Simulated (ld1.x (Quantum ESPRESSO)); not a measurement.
## Transferability test, TM semilocal potential for Pb

```
Element                 : lead
Generator               : ld1.x (Quantum ESPRESSO) 7.5
Type                    : norm-conserving Troullier–Martins (semilocal form)
Functional              : PBE
Relativity              : scalar-relativistic
Frozen core             : [Xe] 4f14 5d10
Valence charge          : 4
Reference configuration : 6s2 6p2
Partial waves           : 6p (bound): rc 2.30 bohr; 6d channel at 0.25 Ry: rc 2.45 bohr; 6s (bound): rc 1.65 bohr
Local potential         : the s channel
Core correction         : a·sin(br)/r model core inside 1.20 bohr
```

Energies are relative to the spin-unpolarised reference configuration 6s2 6p2; without spin polarisation the order of configurations can differ from experiment. The frozen-core shift is the all-electron ΔE with the core orbitals held at their reference shape minus the fully relaxed ΔE.

Task: Give the all-electron excitation energy and the error of the potential for: 6s2 6p1; 6s2 6p0; 6s1 6p0; 6s1 6p3; 6s0 6p4; 6s1 6p2; 6s2 6p2.3.

Result:

```
valence configuration  charge  ΔE all-electron (eV)  error AE − PS (meV)  frozen-core shift (meV)
              6s2 6p1      +1                 6.575                  -18                      +20
              6s2 6p0      +2                20.020                 -118                     +132
              6s1 6p0      +3                52.430                 -601                     +694
              6s1 6p3       0                 8.736                  -43                      +38
              6s0 6p4       0                17.835                 -172                     +145
              6s1 6p2      +1                16.103                  -90                      +98
            6s2 6p2.3    -0.3                -0.799                  0.0                     +0.1
```

Levels in the configuration 6s2 6p0:

| level | all-electron (eV) | pseudo (eV) |
| --- | --- | --- |
| 6s | -27.442 | -27.690 |
